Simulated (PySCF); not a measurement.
**Dipole response of Cd⁺ (cadmium, charge +1)**

[Kr] 4d10 5s1, 2S determinant. All numbers are calculated (PySCF 2.14, scalar relativity through the core potential, in def2-QZVPPD with the def2 core potential (28 electrons) (7s5p4d4f2g, 88 functions)). Coupled (time-dependent) response in atomic units; α is the mean over directions.

```json
{"method": "UHF", "mean α (bohr³)": "31.39", "C₆ (like pair)": "184.9", "S(−4)": "818.2"}
{"method": "PBE", "mean α (bohr³)": "21.73", "C₆ (like pair)": "130.0", "S(−4)": "301.5"}
{"method": "PBE0", "mean α (bohr³)": "23.24", "C₆ (like pair)": "137.5", "S(−4)": "369.1"}
{"method": "M06", "mean α (bohr³)": "21.48", "C₆ (like pair)": "122.7", "S(−4)": "324.7"}
```

S(−4) is the Cauchy moment in α(ω) = α(0) + S(−4) ω² + …

α(iu) at PBE:

```tsv
u (hartree)	α(iu) (bohr³)
0	21.73
0.0500	21.01
0.100	19.19
0.200	14.81
0.300	11.45
0.500	7.691
0.750	5.432
1.00	4.172
1.50	2.768
2.00	1.991
3.00	1.168
5.00	0.5303
```

A single London oscillator, α(iu) = α/(1 + u²/ω²), gives C₆ = (3/4) ω α². Matching the computed C₆ needs ω = 4 × 130.0 / (3 × 21.73²) = 0.367 hartree.

For an ion, C₆ is the dispersion term alone; charge-induced terms of lower order in 1/R come first.

Energies and moments cover only the electrons outside the core potential.
